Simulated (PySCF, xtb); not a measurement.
B(F)2(SMe) (CH3BF2S), SMILES CSB(F)F. The values are those of a single conformer.

Harmonic wavenumbers (cm⁻¹) from GFN2-xTB in xtb at its own minimum, in rising order: 51, 110, 167, 322, 378, 446, 633, 724, 946, 967, 1164, 1285, 1319, 1438, 1442, 3050, 3058, 3075.

Q: What does B3LYP-D3(BJ)/def2-SVP in PySCF give at its own minimum? (The exact figures need the calculation; the answer reports its results.)

A: 84, 117, 181, 359, 423, 579, 673, 715, 965, 986, 1246, 1343, 1422, 1452, 1456, 3061, 3171, 3171. Paired by order, the mean absolute difference is 47 cm⁻¹ and the zero-point energies are 29.4 and 30.6 kcal/mol.
